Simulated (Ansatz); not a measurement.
`[F][SbH][SiH3]`, relaxed with RKS PBE0-D4/def2-TZVP in Ansatz from a PBE-D4/def2-SVP geometry. The force threshold is 0.005 eV/Å; the program also tests the step.

The species carries charge 0 and has multiplicity 1. Sb takes the def2 core potential.

Start:

```xyz
7

F     0.736    2.173   -0.887
Sb    1.035    0.284   -1.384
Si   -0.155   -0.522    0.803
H    -0.482    0.083   -2.228
H    -1.439    0.237    0.983
H     0.749   -0.255    1.975
H    -0.443   -2.000    0.737
```

Problem. By how much does the energy fall, and how many steps does the optimiser take? (Estimate.)

Solution. The calculation gave: 4.42 kJ/mol, in 7 steps.

Problem. Which bonds change most? (Best estimate.)

Solution. The calculation gave: F1–Sb2 from 1.976 to 1.930 Å; Sb2–H4 from 1.748 to 1.717 Å; Sb2–Si3 from 2.617 to 2.591 Å; Si3–H6 from 1.504 to 1.486 Å.

Problem. Give the relaxed structure. (Estimate.)

Solution. The calculation gave: 
```xyz
7

F     0.721    2.160   -0.975
Sb    1.024    0.290   -1.341
Si   -0.161   -0.506    0.822
H    -0.451    0.087   -2.197
H    -1.435    0.229    1.025
H     0.734   -0.298    1.989
H    -0.433   -1.963    0.678
```
